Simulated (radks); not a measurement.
Species: Si II. Configuration: [Ne] 3s2 3p1. All-electron calculation, scalar-relativistic Kohn-Sham, PBEsol, spin-polarised, spherical densities, point nucleus; open shells are filled with parallel spins first. Program: a radial shooting solver on a logarithmic mesh with Libxc functionals.

Normalised radial functions P(r) = r R(r), r in bohr:

```
   r/bohr * 2s up, o 2p up, + 3s down (the largest magnitude, 1.37, reaches the edge; | marks zero, & curves that meet)
 0.009589                             o+  *
   0.0109                             o+   *
  0.01229                             o +   *
  0.01385                             o +   *
  0.01575                             o +    *
  0.01775                             o +    *
  0.02018                             |o+     *
  0.02275                             |o +     *
  0.02565                             |o +     *
  0.02916                             |o +      *
  0.03287                             |o +       *
  0.03736                             | o+       *
  0.04212                             | o +       *
   0.0475                             |  o+       *
  0.05398                             |  o+       *
  0.06086                             |   &       *
  0.06917                             |   +o      *
  0.07799                             |  +  o    *
  0.08794                             |  +   o  *
  0.09995                             |  +     &
   0.1127                             | +    *  o
   0.1281                             |+  *       o
   0.1444                             +*            o
   0.1628                           *+|               o
   0.1851                       *   + |                 o
   0.2086                   *      +  |                   o
   0.2352               *         +   |                     o
   0.2674           *            +    |                      o
   0.3015        *              +     |                        o
   0.3426     *                +      |                        o
   0.3863   *                  +      |                         o
   0.4356  *                   +      |                        o
    0.495  *                    +     |                       o
   0.5582   *                     +   |                      o
   0.6344      *                    + |                    o
   0.7153         *                   +                 o
   0.8064            *                |  +            o
   0.9166                *            |     +      o
    1.033                   *         |       + o
    1.175                      *      |      o   +
    1.324                        *    |    o       +
    1.493                          *  |  o          +
    1.697                           * | o            +
    1.913                            *|o             +
    2.175                             *o            +
    2.452                             &           +
    2.765                             &         +
    3.142                             &       +
    3.543                             &     +
    4.026                             &   +
     4.54                             & +
    5.119                             &+
    5.818                             &+
    6.559                             &
    7.455                             &
    8.405                             &
```

2s up: eigenvalue -148.61 eV, 1 radial node at r = 0.152 bohr, <r> = 0.569 bohr, 90 % of the charge inside 0.896 bohr. 2p up: eigenvalue -104.94 eV, 0 radial nodes, <r> = 0.538 bohr, 90 % of the charge inside 0.904 bohr. 3s down: eigenvalue -18.344 eV, 2 radial nodes at r = 0.149, 0.718 bohr, <r> = 2.06 bohr, 90 % of the charge inside 3.10 bohr.
